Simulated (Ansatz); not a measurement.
Stretching the C4–H7 bond in C2H6Zn (SMILES C[CH2][ZnH]) (multiplicity 1 held, fragments rigid). Energies count from the point at 1.092 Å.
Geometry at that point (charge 0, multiplicity 1):
```
atom    x (Å)    y (Å)    z (Å)
----  -------  -------  -------
Zn    -0.1040   0.1481   0.8335
H     -0.3450   0.8644   2.1845
C      0.2022  -0.7601  -0.8850
C      0.1842   0.1511  -2.1212
H     -0.5549  -1.5440  -0.9868
H      1.1618  -1.2826  -0.8191
H      0.9537   0.9247  -2.0678
H     -0.7747   0.6615  -2.2367
H      0.3601  -0.4128  -3.0427
```

Signs of static correlation in def2-SVP, with CASSCF(2,2), from Ansatz (a program for electronic structure) runs.

| R (Å) | T1 of restricted CCSD | ⟨S²⟩ of UHF | largest double amplitude of restricted CCSD | weight of the CASSCF reference in MRCISD | CASSCF natural occupations |
|---|---|---|---|---|---|
| 0.874 | 0.011 | 0.000 | 0.038 | 0.887 | 1.99 0.01 |
| 0.983 | 0.011 | 0.000 | 0.037 | 0.886 | 1.99 0.01 |
| 1.092 | 0.011 | 0.000 | 0.037 | 0.886 | 1.98 0.02 |
| 1.202 | 0.011 | 0.000 | 0.036 | 0.886 | 1.97 0.03 |
| 1.311 | 0.011 | 0.000 | 0.033 | 0.886 | 1.96 0.04 |
| 1.475 | 0.012 | 0.000 | 0.032 | 0.886 | 1.94 0.06 |
| 1.639 | 0.013 | 0.000 | 0.064 | 0.886 | 1.91 0.09 |
| 1.912 | 0.018 | (withheld) | 0.068 | 0.887 | 1.84 0.16 |
| 2.185 | 0.025 | 0.784 | 0.254 | 0.887 | 1.72 0.28 |
| 2.513 | 0.036 | 0.920 | 0.409 | 0.887 | 1.55 0.45 |
| 2.950 | (withheld) | 0.983 | 0.599 | 0.887 | 1.33 0.67 |
| 3.496 | 0.070 | 1.003 | 0.797 | 0.887 | 1.16 0.84 |

### Question
Fill in the missing entries.

### Answer

- 1.912, ⟨S²⟩ of UHF: 0.518
- 2.950, T1 of restricted CCSD: 0.053

Doubts at one or more of the structures used: a restricted determinant that unrestricted orbitals would lower (R-CCSD(T)/def2-SVP); other coupled-cluster roots lie near (R-CCSD(T)/def2-SVP); T1 above 0.05 (R-CCSD(T)/def2-SVP, U-CCSD(T)/def2-SVP); a spin-contaminated determinant (U-CCSD(T)/def2-SVP).
